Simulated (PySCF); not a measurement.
C₅H₄FN.
SMILES with atom numbers: `[N:1]#[C:2][C@:3]1([F:4])[CH:5]=[CH:6][CH2:7]1` (hydrogens: H8 on C5; H9 on C6; H10, H11 on C7)

Computed with PySCF at wB97X-D/def2-SVPD, non-relativistic, on one gas-phase PBE0-D3(BJ)/def2-SVP geometry that isn't relaxed in the solvent. The solvent is an IEF-PCM continuum (Bondi radii, 1.10 Å for H, scaled by 1.2), and excitations are vertical TDDFT with non-equilibrium linear response and a frozen core. Specific hydrogen bonds and non-electrostatic terms are outside this model.

Gas-phase singlets (H = HOMO, L = LUMO):

```
state  E (eV)  λ (nm)      f               leading configurations
   S1   6.776     183  0.107                   H→L 71%, H-1→L 16%
   S2   7.004     177  0.045                   H-1→L 66%, H→L 22%
   S3   7.506     165  0.008      H-2→L 40%, H-3→L 21%, H-4→L 10%
   S4   7.608     163  0.023    H→L+1 32%, H-2→L 21%, H-1→L+1 13%
   S5   7.902     157  0.001  H-3→L 37%, H-1→L+3 12%, H-2→L+3 11%
```

Question: Give the list for cyclohexane (ε = 2.017), n² = 2.04.

Answer: 
```tsv
state	E (eV)	λ (nm)	f	leading configurations	change by rank (eV)
S1	6.665	186	0.174	H→L 88%	-0.111
S2	7.000	177	0.021	H-1→L 78%	-0.004
S3	7.496	165	0.018	H-2→L 38%, H→L+1 21%, H-3→L 8%	-0.010
S4	7.578	164	0.023	H-2→L 39%, H→L+1 35%	-0.030
S5	7.926	156	0.006	H-4→L 31%, H-1→L+1 19%, H→L+1 18%	+0.024
```

Question: What are the lowest 5 singlets in tetrahydrofuran (ε = 7.426)?

Answer: 
```csv
state,E (eV),λ (nm),f,leading configurations,change by rank (eV)
S1,6.598,188,0.165,H→L 91%,-0.178
S2,7.007,177,0.012,H-1→L 81%,+0.003
S3,7.447,166,0.034,"H→L+1 58%, H-2→L 13%",-0.059
S4,7.545,164,0.008,"H-2→L 70%, H→L+1 16%",-0.063
S5,7.888,157,0.015,"H-1→L+1 33%, H-4→L 24%, H→L+1 12%",-0.014
```

Question: The ground-state energy changes by -0.233 eV from gas to tetrahydrofuran. By how much does the total energy of gas-phase S1 change?

Answer: E(S1) = E(S0) + excitation energy, so it changes by -0.233 − 0.178 = -0.411 eV: it is lowered more than the ground state, which is what a red shift means. This is the vertical state, with the slow part of the continuum still set for S0.

Question: How do the frontier levels move from gas to tetrahydrofuran?

Answer: 
```json
{"orbital": "LUMO+2", "gas (eV)": "2.25", "solvent (eV)": "2.38", "change (eV)": "+0.13", "Löwdin shares, gas": "C6 19 %, C2 18 %, C5 13 %, C7 12 %", "Löwdin shares, solvent": "C2 25 %, N1 20 %, C5 16 %, C6 9 %"}
{"orbital": "LUMO+1", "gas (eV)": "1.95", "solvent (eV)": "1.93", "change (eV)": "-0.02", "Löwdin shares, gas": "N1 27 %, C2 22 %, C7 10 %, C3 10 %", "Löwdin shares, solvent": "N1 32 %, C2 29 %, C3 10 %, C7 8 %"}
{"orbital": "LUMO", "gas (eV)": "0.67", "solvent (eV)": "0.88", "change (eV)": "+0.21", "Löwdin shares, gas": "C6 33 %, C5 24 %, N1 8 %, C2 8 %", "Löwdin shares, solvent": "C6 29 %, C5 18 %, N1 13 %, C2 12 %"}
{"orbital": "HOMO", "gas (eV)": "-10.38", "solvent (eV)": "-10.05", "change (eV)": "+0.33", "Löwdin shares, gas": "C5 35 %, C6 31 %, C7 10 %", "Löwdin shares, solvent": "C5 36 %, C6 31 %, C7 10 %, C3 4 %"}
{"orbital": "HOMO-1", "gas (eV)": "-11.38", "solvent (eV)": "-11.34", "change (eV)": "+0.04", "Löwdin shares, gas": "N1 29 %, C2 19 %, C3 14 %, C7 12 %", "Löwdin shares, solvent": "N1 21 %, C3 17 %, C7 15 %, C2 13 %"}
{"orbital": "HOMO-2", "gas (eV)": "-11.98", "solvent (eV)": "-11.92", "change (eV)": "+0.06", "Löwdin shares, gas": "N1 37 %, C2 28 %, C7 8 %, C3 7 %", "Löwdin shares, solvent": "C6 18 %, C7 17 %, N1 15 %, C2 12 %"}
{"orbital": "HOMO-3", "gas (eV)": "-12.24", "solvent (eV)": "-12.38", "change (eV)": "-0.14", "Löwdin shares, gas": "N1 33 %, C2 20 %, F4 20 %, C3 7 %", "Löwdin shares, solvent": "N1 42 %, C2 33 %, F4 14 %"}
```

The HOMO–LUMO gap goes from 11.05 to 10.93 eV. Rows go by rank; for HOMO-3, HOMO-2, LUMO+1 and LUMO+2 the atom shares or the degeneracy differ between the runs, so the row needn't follow one orbital.

The pairwise dispersion term of wB97X-D wasn't added to the energies; at a given geometry it leaves orbitals and properties as they are.
